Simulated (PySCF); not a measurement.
Computed shifts of a molecule C3H10FNSi, PBE/pcSseg-1 (PySCF), GIAO, gas phase, atoms alike by connectivity averaged where their shifts nearly agree, in ppm (number of nuclei): ¹³C: 99.2 (1), 27.8 (1), 26.7 (1). ¹⁹F: -218.2 (1). ²⁹Si: -29.7 (1). ¹⁵N: 10.7 (1). ¹H: 4.93 (1), 4.77 (1), 1.59 (6), 0.70 (2). References: ¹³C against TMS (σ = 182.0 ppm); ¹⁹F against CFCl3 (σ = 133.6 ppm); ²⁹Si against TMS (σ = 335.4 ppm); ¹⁵N against NH3 (σ = 267.0 ppm); ¹H against TMS (σ = 31.49 ppm), references at their B3LYP-D3(BJ)/def2-TZVP geometries, non-relativistic. Geometry: B3LYP-D3(BJ)/def2-SVP. One conformer was computed; it need not be the lowest.

### Question
Identify the compound among the candidates.
A. CC[Si@](C)(N)F
B. CN(C)[SiH2]CF
C. C[Si](C)(F)CN
D. CC(C)(F)[SiH2]N

### Answer
D, CC(C)(F)[SiH2]N
